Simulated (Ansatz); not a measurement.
Method: frozen-core CCSD(T)/cc-pVDZ // PBE0-D4/def2-SVP run with Ansatz (a first-principles code). The restricted HF reference is unstable towards unrestricted orbitals.

Ansatz 0.2 input:
```yaml
crystal:
  periodic: [false, false, false]
  atoms:
    - { symbol: Si, position_ang: [-3.625236, 0.382859, -0.066184] }
    - { symbol: C, position_ang: [-1.796709, -0.06237, -0.031168] }
    - { symbol: C, position_ang: [-0.839774, 0.890422, 0.26287] }
    - { symbol: C, position_ang: [0.545441, 0.589821, 0.297924] }
    - { symbol: C, position_ang: [1.522878, 1.571304, 0.600186] }
    - { symbol: C, position_ang: [2.858876, 1.246632, 0.625914] }
    - { symbol: C, position_ang: [3.275049, -0.076374, 0.349827] }
    - { symbol: C, position_ang: [2.350921, -1.050814, 0.053243] }
    - { symbol: C, position_ang: [0.966547, -0.745472, 0.019355] }
    - { symbol: C, position_ang: [-0.01233, -1.724576, -0.282464] }
    - { symbol: C, position_ang: [-1.34117, -1.381502, -0.303373] }
    - { symbol: Cl, position_ang: [-2.523839, -2.600819, -0.676487] }
    - { symbol: H, position_ang: [-4.217701, 0.149504, -1.416324] }
    - { symbol: H, position_ang: [-3.721121, 1.83749, 0.264789] }
    - { symbol: H, position_ang: [-4.396574, -0.399437, 0.944456] }
    - { symbol: H, position_ang: [-1.147706, 1.918, 0.478467] }
    - { symbol: H, position_ang: [1.195458, 2.592367, 0.81279] }
    - { symbol: H, position_ang: [3.604234, 2.01022, 0.859928] }
    - { symbol: H, position_ang: [4.339176, -0.323108, 0.37308] }
    - { symbol: H, position_ang: [2.671377, -2.073641, -0.160299] }
    - { symbol: H, position_ang: [0.292211, -2.750502, -0.497934] }
basis:
  gaussian: { orbitals: cc-pVDZ }
correlation:
  method: ccsd_t
```

Output:

```
Functional definition: HF
2087 factors; integrals over basis functions are off by at most 1.0e-3 eV
mean field evaluation 1: about -30808.1391 eV, gradient 3.9e1 eV
mean field evaluation 2: about -30808.6918 eV, gradient 3.9e1 eV
mean field evaluation 4: about -30813.8782 eV, gradient 7.0e0 eV
mean field evaluation 8: about -30814.0267 eV, gradient 3.3e-1 eV
mean field evaluation 16: about -30808.1374 eV, gradient 3.9e1 eV
mean field -30814.02777416 eV, -1132.3946342022 hartree, gradient 2.1e-6 eV, S^2 0.000000; 0 other end points of the search recorded, 0 dependent functions left out; unrestricted orbitals would lower it
20 core orbitals not correlated
reference -30814.02777416 eV, -1132.3946342022 hartree; 30, 30 occupied and 171, 171 virtual orbitals, 2087 factors
second order -41.76256458 eV of doubles, -0.00000000 eV of singles
cycle   1  -42.06316449 eV  change   -3.0e-1 eV  update   1.7e-1
cycle   2  -43.33916745 eV  change    -1.3e0 eV  update   5.5e-2
cycle   3  -43.62674778 eV  change   -2.9e-1 eV  update   2.3e-2
cycle   4  -43.63042942 eV  change   -3.7e-3 eV  update   7.4e-3
cycle   5  -43.63211069 eV  change   -1.7e-3 eV  update   3.3e-3
cycle   6  -43.63366324 eV  change   -1.6e-3 eV  update   1.0e-3
cycle   7  -43.63323327 eV  change    4.3e-4 eV  update   3.6e-4
cycle   8  -43.63326439 eV  change   -3.1e-5 eV  update   1.6e-4
cycle   9  -43.63332924 eV  change   -6.5e-5 eV  update   6.1e-5
perturbative correction -1.98196213 eV, -0.0728357650 hartree
Total energy: -30859.64306553 eV, -1134.0709652411 hartree
```

Cost: very roughly 23 core-minutes.
